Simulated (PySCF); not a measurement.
C₄H₆O₂S.
Geometry (PBE0-D3(BJ)/def2-SVP, Å), atoms numbered from 1 in this order:
```xyz
13
C4H6O2S angstrom
C      2.3149    0.4373    0.0230
C      1.2819   -0.3964    0.0862
S     -0.0803   -0.1863   -1.0328
O     -0.4208   -1.5096   -1.5498
O      0.2305    0.9318   -1.9202
C     -1.3994    0.3429    0.0302
C     -2.4392   -0.4603    0.2298
H      3.1885    0.3061    0.6673
H      2.3046    1.2640   -0.6944
H      1.1980   -1.2608    0.7509
H     -1.2890    1.3563    0.4261
H     -3.2912   -0.1438    0.8374
H     -2.4562   -1.4529   -0.2317
```

Level: CAM-B3LYP/def2-SVPD in PySCF, non-relativistic, on one gas-phase PBE0-D3(BJ)/def2-SVP geometry that isn't relaxed in the solvent. The solvent is an IEF-PCM continuum (Bondi radii, 1.10 Å for H, scaled by 1.2), and excitations are vertical TDDFT with non-equilibrium linear response and a frozen core. Only the electrostatic response of the medium enters.

Gas-phase singlets (H = HOMO, L = LUMO):

| state | E (eV) | λ (nm) | f | leading configurations |
| --- | --- | --- | --- | --- |
| S1 | 5.776 | 215 | 0.007 | H→L 54%, H-1→L 40% |
| S2 | 6.325 | 196 | 0.106 | H-1→L 53%, H→L 28% |
| S3 | 6.770 | 183 | 0.007 | H-3→L 82% |
| S4 | 6.888 | 180 | 0.011 | H-4→L 40%, H-1→L+1 25% |
| S5 | 6.924 | 179 | 0.399 | H-2→L 75%, H→L 16% |

Problem. What are the lowest 5 singlets in chloroform (ε = 4.711)?

Solution. 
```csv
state,E (eV),λ (nm),f,leading configurations,change by rank (eV)
S1,6.016,206,0.011,"H-1→L 70%, H→L 26%",+0.240
S2,6.453,192,0.455,"H→L 66%, H-1→L 27%",+0.128
S3,7.004,177,0.029,"H-2→L 72%, H-5→L 9%",+0.234
S4,7.028,176,0.233,H-3→L 92%,+0.140
S5,7.184,173,0.002,"H-4→L 39%, H-1→L+1 34%",+0.260
```

Problem. What are the lowest 5 singlets in acetone (ε = 20.49)?

Solution. 
| state | E (eV) | λ (nm) | f | leading configurations | change by rank (eV) |
| --- | --- | --- | --- | --- | --- |
| S1 | 6.093 | 203 | 0.010 | H-1→L 78%, H→L 18% | +0.317 |
| S2 | 6.494 | 191 | 0.487 | H→L 75%, H-1→L 19% | +0.169 |
| S3 | 7.069 | 175 | 0.031 | H-2→L 71%, H-1→L+1 9% | +0.299 |
| S4 | 7.133 | 174 | 0.173 | H-3→L 93% | +0.245 |
| S5 | 7.285 | 170 | 0.001 | H-1→L+1 38%, H-4→L 34% | +0.361 |

Problem. How do the frontier levels move from gas to acetone?

Solution. 
```csv
orbital,gas (eV),solvent (eV),change (eV),"Löwdin shares, gas","Löwdin shares, solvent"
LUMO+2,1.16,1.29,+0.13,"S3 22 %, C1 14 %, C7 14 %, H11 8 %","S3 31 %, O5 10 %, O4 10 %, C7 10 %"
LUMO+1,0.57,0.82,+0.25,"C6 20 %, C2 19 %, C7 18 %, C1 18 %","C6 19 %, C2 19 %, C7 18 %, C1 18 %"
LUMO,-0.64,-0.42,+0.22,"C1 21 %, C7 21 %, C2 15 %, C6 15 %","C1 21 %, C7 20 %, C2 15 %, C6 15 %"
HOMO,-9.75,-9.70,+0.05,"O5 22 %, O4 21 %, C6 14 %, C2 14 %","C6 20 %, C2 19 %, C7 17 %, C1 17 %"
HOMO-1,-10.11,-10.15,-0.04,"O4 22 %, O5 21 %, C6 14 %, C2 14 %","O4 21 %, O5 21 %, C6 14 %, C2 14 %"
HOMO-2,-10.53,-10.53,0.00,"O5 29 %, O4 29 %, C2 8 %, C6 8 %","C2 19 %, C6 18 %, C1 15 %, C7 15 %"
HOMO-3,-10.57,-10.77,-0.20,"O4 23 %, O5 23 %, C2 11 %, C6 10 %","O5 40 %, O4 40 %, S3 7 %"
```

The HOMO–LUMO gap goes from 9.11 to 9.28 eV. Rows go by rank; for HOMO-3, HOMO-2, HOMO and LUMO+2 the atom shares or the degeneracy differ between the runs, so the row needn't follow one orbital.
